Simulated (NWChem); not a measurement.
Species: SiPH₄, doublet; SMILES [SiH3][PH]

Program: NWChem. Pople sets run with spherical d functions. Spin-unrestricted. Geometry: optimised at PBE0-D3(BJ)/def2-TZVP, spin-unrestricted. No stability test was run on the SCF state. Level PBE/6-31G*: single points from the atomic guess with DIIS by default; each run changes one setting, and all converged runs end within 0.3 mHa of each other. cgmin counts macro-iterations, each dearer than a DIIS step.

```tsv
setting	SCF iterations
defaults	8
no DIIS, 40 % damping	13
core-Hamiltonian guess	11
no level shifting	8
quadratically convergent solver (cgmin)	5
70 % damping for 30 cycles	27
```
